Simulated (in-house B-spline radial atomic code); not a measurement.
## Response and correlation of Kr⁶⁺

Closed shell [Ar] 3d10 4s2. Computed with an all-electron radial atomic-structure program (B-spline basis): Dirac-Hartree-Fock, relativistic RPA (time-dependent Dirac-Hartree-Fock) for the response and second-order many-body perturbation theory for correlation, no-pair Dirac-Coulomb Hamiltonian, finite nucleus.

Command:
```bash
python run_mb.py task.json out
```
Settings (nuclear radius in fm, box in bohr, cutoff in hartree):
```
basis_form          2
Z                   36
core_configuration  [Ar] 3d10 4s2
rms_radius          4.1884
mass_number         84
speed_of_light      137.036
box_radius          9.487
lmax                7
intervals           62
virtual_cutoff      32400.0
```

Cost of the run: 5.2 s on 1 thread of Arm Neoverse V1 (shared host).

| multipole (bohr³, bohr⁵, bohr⁷) | uncoupled | coupled RPA |
| --- | --- | --- |
| dipole | 2.6786 | 3.0167 |
| quadrupole | 2.5683 | ? |
| octupole | 5.7852 | 6.7368 |

(1) What is the coupled quadrupole polarisability?

(2) Which subshells carry the dipole polarisability?

(3) What does the dipole shielding factor come to?

Dipole polarisability at imaginary frequency:

```json
{"u (Eh)": "0", "α(iu) (bohr³)": "3.017"}
{"u (Eh)": "0.37", "α(iu) (bohr³)": "2.477"}
{"u (Eh)": "0.926", "α(iu) (bohr³)": "1.344"}
{"u (Eh)": "1.85", "α(iu) (bohr³)": "0.6157"}
{"u (Eh)": "2.78", "α(iu) (bohr³)": "0.3877"}
{"u (Eh)": "3.7", "α(iu) (bohr³)": "0.286"}
{"u (Eh)": "5.56", "α(iu) (bohr³)": "0.1876"}
{"u (Eh)": "7.41", "α(iu) (bohr³)": "0.1375"}
{"u (Eh)": "9.26", "α(iu) (bohr³)": "0.1062"}
{"u (Eh)": "13", "α(iu) (bohr³)": "0.06898"}
{"u (Eh)": "18.5", "α(iu) (bohr³)": "0.04183"}
{"u (Eh)": "27.8", "α(iu) (bohr³)": "0.02217"}
{"u (Eh)": "37", "α(iu) (bohr³)": "0.0138"}
{"u (Eh)": "55.6", "α(iu) (bohr³)": "0.006838"}
{"u (Eh)": "92.6", "α(iu) (bohr³)": "0.002755"}
{"u (Eh)": "185", "α(iu) (bohr³)": "0.0007663"}
```

(4) What dispersion coefficients follow for two such ions (the dispersion part alone)?

Lowest J = 1 odd-parity excitations:

| energy (eV) | oscillator strength | leading channel | weight |
| --- | --- | --- | --- |
| 12.776 | 0.00391 | 4s1/2 → p1/2 | 0.731 |
| 20.548 | 1.57 | 4s1/2 → p3/2 | 0.725 |
| 59.755 | 0.00662 | 4s1/2 → p1/2 | 0.844 |
| 60.665 | 0.0826 | 4s1/2 → p3/2 | 0.844 |
| 77.919 | 0.00398 | 4s1/2 → p1/2 | 0.878 |
| 78.289 | 0.0403 | 4s1/2 → p3/2 | 0.878 |
| 88.917 | 0.0037 | 4s1/2 → p1/2 | 0.895 |
| 89.214 | 0.034 | 4s1/2 → p3/2 | 0.895 |

For an outer ns² shell RPA puts the lowest triplet far too low, and second order misses the ns²-np² near-degeneracy.

Second-order correlation energy by the highest angular momentum of the excited pair (hartree): s -0.02201, p -0.2299, d -0.5796, f -0.5185, g -0.1684, h -0.07261, i -0.03317, k -0.01689.

(5) What is the second-order correlation energy at the partial-wave limit?

Answers

(1) 3.1096 atomic units, +21 % against the uncoupled value.

(2) 4s1/2 98.7 %, 3d5/2 0.7 %, 3d3/2 0.5 %.

(3) The dipole shielding factor is 0.833, against the exact N/Z = 30/36 = 0.833 of the non-relativistic theorem.

(4) C6 = (3/π)∫α(iu)²du = 6.006 hartree·bohr⁶ and C8 = 41.88 hartree·bohr⁸.

(5) The listed waves sum to -1.641 hartree; extrapolating the increments as (l + 1/2)⁻⁴ gives -1.6756 hartree, -1.52 eV per electron.
